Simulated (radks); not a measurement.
Task: Cs2+, 53 electrons, occupied as [Kr] 4d10 5s2 5p5. Calculated with a radial shooting solver on a logarithmic mesh with Libxc functionals: Dirac Kohn-Sham, LDA (Slater exchange, Perdew-Wang correlation), spin-unpolarised, spherical densities, point nucleus; open shells are shared between the two j in proportion to 2j + 1; speed of light set to 411.108 atomic units (3 times the physical value, a model run). Some entries of the table are withheld. Estimate them.

| orbital | occ. | eigenvalue (Ry) | r(max) (bohr) | <r^2> (bohr^2) |
|---|---|---|---|---|
| 1s1/2 | 2 | -2526.357 | 0.01815 | 0.001012 |
| 2s1/2 | 2 | -388.0617 | 0.1004 | 0.01636 |
| 2p1/2 | 2 | -365.8660 | 0.07817 | 0.01223 |
| 2p3/2 | 4 | -363.2415 | 0.07870 | 0.01237 |
| 3s1/2 | 2 | -81.54912 | 0.2850 | 0.1111 |
| 3p1/2 | 2 | -72.10159 | (1) | 0.1057 |
| 3p3/2 | 4 | -71.60263 | (2) | 0.1065 |
| 3d3/2 | 4 | -54.06520 | (3) | 0.08847 |
| 3d5/2 | 6 | -53.94829 | (4) | 0.08872 |
| 4s1/2 | 2 | (5) | 0.6672 | 0.5879 |
| 4p1/2 | 2 | (6) | 0.6816 | 0.6381 |
| 4p3/2 | 4 | (7) | 0.6842 | 0.6431 |
| 4d3/2 | 4 | -6.91279 | 0.7178 | 0.8030 |
| 4d5/2 | 6 | -6.89386 | 0.7187 | 0.8051 |
| 5s1/2 | 2 | -2.99643 | 1.583 | 3.487 |
| 5p1/2 | 1.66667 | -2.12930 | 1.755 | 4.498 |
| 5p3/2 | 3.33333 | -2.11541 | 1.762 | 4.535 |

Result: 
(1) 3p1/2 r(max) (bohr): 0.2715
(2) 3p3/2 r(max) (bohr): 0.2727
(3) 3d3/2 r(max) (bohr): 0.2207
(4) 3d5/2 r(max) (bohr): 0.2211
(5) 4s1/2 eigenvalue (Ry): -16.27083
(6) 4p1/2 eigenvalue (Ry): -12.86972
(7) 4p3/2 eigenvalue (Ry): -12.76719
